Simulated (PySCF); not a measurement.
An excited-state job on `C(=C)(B)[Si](CF)(F)F`.

Computed with TDDFT PBE0/def2-SVPD, vertical, gas phase, core orbitals frozen in the response (PySCF 2.14.0, density-fitted response routines). Geometry: GFN2-xTB. The input is one job of a driver script: a line of settings, then coordinates in Å.

Command:
```bash
OMP_NUM_THREADS=1 python probes_run.py task.json out
```

Input:
```
{"job": {"kind": "uv", "xc": "PBE0", "basis": "def2-SVPD", "nstates": 8, "ntriplets": 3}, "charge": 0, "multiplicity": 1}
B     -1.871104    -0.965792    -0.457220
C     -1.006108     0.200010     0.092698
C     -1.421527     0.930123     1.139281
Si     0.685596     0.545638    -0.647473
F      1.089273     2.093190    -0.494385
F      0.700624     0.389747    -2.247574
C      2.134774    -0.520123    -0.001335
F      1.949679    -0.887511     1.318074
H     -3.034902    -0.902763    -0.390409
H     -1.357823    -1.905344    -0.924314
H     -0.824325     1.711623     1.584350
H     -2.375793     0.742334     1.606930
H      3.085796     0.019768    -0.037738
H      2.245163    -1.451373    -0.563051
```

Output:
```
coarse grid: 12952 points
cycle   1  E = -730.6885639813  dE =  6.266e-01  |g| = 7.682e-01  |ddm| = 5.713e+00
cycle   2  E = -730.5795204017  dE =  1.090e-01  |g| = 1.141e+00  |ddm| = 2.063e+00
cycle   3  E = -730.7949674458  dE = -2.154e-01  |g| = 6.909e-02  |ddm| = 1.130e+00
cycle   4  E = -730.7958512140  dE = -8.838e-04  |g| = 3.015e-02  |ddm| = 1.317e-01
cycle   5  E = -730.7960767452  dE = -2.255e-04  |g| = 7.124e-03  |ddm| = 4.537e-02
cycle   6  E = -730.7960857110  dE = -8.966e-06  |g| = 3.691e-03  |ddm| = 1.484e-02
cycle   7  E = -730.7960893072  dE = -3.596e-06  |g| = 6.491e-04  |ddm| = 5.285e-03
final grid: 123808 points
cycle   8  E = -730.8914472089  dE = -3.049e-05  |g| = 7.545e-03  |ddm| = 8.712e-02
cycle   9  E = -730.8914410458  dE =  6.163e-06  |g| = 9.496e-03  |ddm| = 1.944e-02
cycle  10  E = -730.8914613073  dE = -2.026e-05  |g| = 1.065e-03  |ddm| = 9.970e-03
cycle  11  E = -730.8914615332  dE = -2.259e-07  |g| = 2.157e-04  |ddm| = 1.464e-03
cycle  12  E = -730.8914615419  dE = -8.695e-09  |g| = 9.056e-05  |ddm| = 3.810e-04
cycle  13  E = -730.8914615437  dE = -1.746e-09  |g| = 3.531e-05  |ddm| = 1.485e-04
cycle  14  E = -730.8914615440  dE = -3.110e-10  |g| = 7.382e-06  |ddm| = 6.594e-05
converged SCF energy = -730.8914615440

Static polarisability (au): isotropic 73.644, principal 60.109 76.775 84.049

Singlet excitations
state   eV       nm        f      main configurations
  1   4.5979    269.7   0.01280   H->L 0.82, H-1->L 0.10
  2   5.3041    233.8   0.05963   H-1->L 0.62, H-3->L 0.19
  3   6.0156    206.1   0.01216   H-2->L 0.88
  4   6.2349    198.9   0.08120   H-3->L 0.58, H-1->L 0.16, H-4->L 0.12
  5   6.7525    183.6   0.03186   H->L+1 0.45, H-4->L 0.30, H-3->L 0.12
  6   6.7753    183.0   0.02518   H-4->L 0.52, H->L+1 0.34
  7   7.3925    167.7   0.05899   H-5->L 0.47, H-1->L+1 0.18, H->L+2 0.15
  8   7.4663    166.1   0.03349   H->L+2 0.41, H-5->L 0.36, H-1->L+1 0.10

Triplet excitations (Tamm-Dancoff, eV): 3.5243 4.3259 5.0594
```

The SCF starts on a coarse grid where the log names one; the energy can jump when the final grid takes over, and dE then counts from the start density on the new grid. H and L stand for HOMO and LUMO; the number after each pair is its weight.

Task: Which computed singlet has the largest oscillator strength, and what do all of them sum to?

Result: State 4 at 6.23 eV (199 nm), f = 0.081; the 8 states sum to 0.315.

Task: How does the lowest singlet excitation compare with the HOMO–LUMO gap?

Result: HOMO -8.53 eV and LUMO -2.56 eV give a gap of 5.97 eV; S1 at 4.60 eV lies 1.37 eV below it.

Summary of the converged run: HOMO -8.53 eV, LUMO -2.56 eV; lowest singlet 4.60 eV; lowest triplet 3.52 eV (Tamm–Dancoff); mean polarisability 73.6 au.

The run took 2.0 min of wall time (with the writing of density and orbital grids) on one thread of an Intel Xeon at 2.50 GHz, shared host, and the process peaked at 0.86 GiB of memory.

One conformer stands for the species.
Labels such as C1 count atoms from 1, the log's own numbers from 0.
